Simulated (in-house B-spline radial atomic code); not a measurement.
**RPA and G0W0 on SCAN: Zn2+**

Configuration [Ar] 3d10, mean-field start SCAN. Computed with an all-electron radial atomic-structure program (B-spline basis): all electrons, non-relativistic, point nucleus, each spin shell either full or empty, empty states to l = 9 with an (l + 1/2)⁻⁴ tail; G0W0 by contour deformation at full frequency.

Command:
```bash
python run_gw.py task.json out
```
Settings (radii: box in bohr, nucleus in fm):
```
Z                        30
electrons                28
configuration            [Ar] 3d10
hamiltonian              nr
method                   scan,scan
lmax                     9
spin_polarised           False
box_radius               17.55
intervals                52
```

Cost of the run: 2 s on 1 thread of Arm Neoverse N1, on a shared host.

Energies (hartree):

```
                                     term        value
                         mean-field total  -1778.57416
Hartree-Fock functional on these orbitals  -1776.94167
                      direct second order      -2.5743
                    second-order exchange      0.72981
                         SOSEX correction       0.6514
```

Task: What is the RPA correlation energy, and what remains with SOSEX?

Result: RPA gives -2.1087 hartree (-2.05 eV per electron); RPA + SOSEX gives -1.4573, and the second-order doubles -1.8445 hartree (no singles). SOSEX takes back 31 % of the RPA value.

Quasi-particle levels (eV):

```csv
level,occupied,mean field,Σx - vxc,Σc,QP weight,G0W0
3d,yes,-31.28,-11.46,?,?,?
4s,no,-21.833,5.64,-1.51,0.972,-17.702
```

G0W0 = mean field + (Σx - vxc) + Σc, with Σc (partial-wave tail included) taken at the quasi-particle energy. Only the outer levels were computed. Levels of low weight are left out.

Task: Where does G0W0 put 3d?

Result: At -39.68 eV, with Σc = 3.06 eV and a quasi-particle weight of 0.875. The tabulated removal energy is 39.723 eV (NIST, measured); the calculation leaves out relativity, Breit and QED terms, and what these don't explain is the method's own error.
